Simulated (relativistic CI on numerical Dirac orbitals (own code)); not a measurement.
Ta3+: O2,3 absorption edge

Computed with this model: Dirac-Coulomb-Breit CI, orbitals from a KLI potential per configuration, model QED, valence Slater integrals scaled by 0.9, multiplet model of core-to-valence dipole absorption; configurations [Xe] 4f14 5d2 → [Kr] 4d10 4f14 5s2 5p5 5d3; 300 K; Lorentzian 1.5 eV and Gaussian 0.3 eV FWHM. Energies are those of the free ion, without screening or charge transfer. The branching ratio is the share of the lower-energy edge in the whole absorption, uncertain by about 0.02 where the edges overlap. S is read from ⟨S²⟩ = S(S + 1).

Field parameters in Wybourne normalisation: Td as Oh with Dq negative (B⁴₀ = 21Dq, B⁴₄ = √(5/14) B⁴₀). The field is a parameter set, without covalency.

Computed curve for Td, 10Dq = -18800 cm⁻¹, scaled to 100 at the maximum (points under 2 are left out and the grid is thinned):

```csv
Energy (eV),Intensity
31.50,2.1
32.25,2.7
33.00,3.6
33.75,5.8
34.50,9.1
35.00,10.6
35.75,11.2
36.50,13.4
37.25,18.7
38.00,29.0
38.75,47.2
39.50,81.7
40.25,73.4
41.00,52.3
41.75,44.5
42.25,39.5
43.00,34.9
43.75,33.5
44.50,39.4
45.25,40.3
46.00,46.0
46.75,55.1
47.50,67.3
48.25,76.8
49.00,79.1
49.50,84.1
50.25,100.0
51.00,78.2
51.75,65.9
52.50,56.1
53.25,36.4
54.00,21.3
54.75,14.0
55.50,10.0
56.25,6.6
56.75,5.1
57.50,3.8
58.25,3.0
59.00,2.4
59.75,2.1
```

The ground state has S = 1.00, and the centroid lies at 46.08 eV.
